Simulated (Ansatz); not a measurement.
The cluster Au2I, 3 atoms. Hardware: 4 threads of Arm Neoverse V2 on a shared host.

In the def2 sets Au, I take a core potential; there is no spin–orbit coupling.

Q: How many basis functions does each of these Ansatz runs have, and roughly what does it cost? LDA (SPW92)/def2-TZVP, charge 0 doublet, energy and forces, from earlier orbitals; PBE0-D4/def2-TZVP, charge 1 singlet at the geometry of the charge 0 doublet, energy, from earlier orbitals; revPBE-D4/def2-TZVP, charge 0 quartet, energy, from earlier orbitals; HSE06-D4/def2-TZVP, charge 0 quartet, energy, from earlier orbitals; r2SCAN-D4/def2-TZVP, charge 0 doublet, energy, from earlier orbitals; B3LYP-D4/def2-TZVP, charge 0 quartet, energy, from earlier orbitals; PBE0-D4/def2-TZVP, charge 0 doublet, energy, from earlier orbitals; PBE-D4/def2-TZVPD, charge -1 singlet at the geometry of the charge 0 doublet, energy, from earlier orbitals; PBE0-D4/def2-SVP, charge 0 doublet, energy with a search over starts; B3LYP-D4/def2-TZVP, charge 0 doublet, energy, from earlier orbitals; PBE0-D4/def2-TZVP, charge 0 doublet, relaxation, 4 steps; PBE0-D4/def2-TZVP, charge 0 quartet, energy, from earlier orbitals.

A: Other jobs shared the machine, so times can vary by a factor of up to 3. A dash marks memory too small to be measured apart from the calling script's.

```tsv
run	functions	fitting or Cholesky vectors	wall time	peak host memory (GiB)
PBE-D4/def2-TZVPD, charge -1 singlet at the geometry of the charge 0 doublet, energy, from earlier orbitals	145	1150	1.5 s	–
LDA (SPW92)/def2-TZVP, charge 0 doublet, energy and forces, from earlier orbitals	130	1083	1.6 s	–
PBE0-D4/def2-TZVP, charge 1 singlet at the geometry of the charge 0 doublet, energy, from earlier orbitals	130	1240	1.9 s	–
revPBE-D4/def2-TZVP, charge 0 quartet, energy, from earlier orbitals	130	1083	2.6 s	–
PBE0-D4/def2-TZVP, charge 0 doublet, energy, from earlier orbitals	130	1232	3.6 s	–
B3LYP-D4/def2-TZVP, charge 0 doublet, energy, from earlier orbitals	130	1232	3.9 s	–
HSE06-D4/def2-TZVP, charge 0 quartet, energy, from earlier orbitals	130	1232	3.9 s	–
PBE0-D4/def2-TZVP, charge 0 quartet, energy, from earlier orbitals	130	1232	4.2 s	–
B3LYP-D4/def2-TZVP, charge 0 quartet, energy, from earlier orbitals	130	1232	4.2 s	–
PBE0-D4/def2-SVP, charge 0 doublet, energy with a search over starts	90	986	4.3 s	–
r2SCAN-D4/def2-TZVP, charge 0 doublet, energy, from earlier orbitals	130	1083	6 s	–
PBE0-D4/def2-TZVP, charge 0 doublet, relaxation, 4 steps	130	1305	13 s	–
```
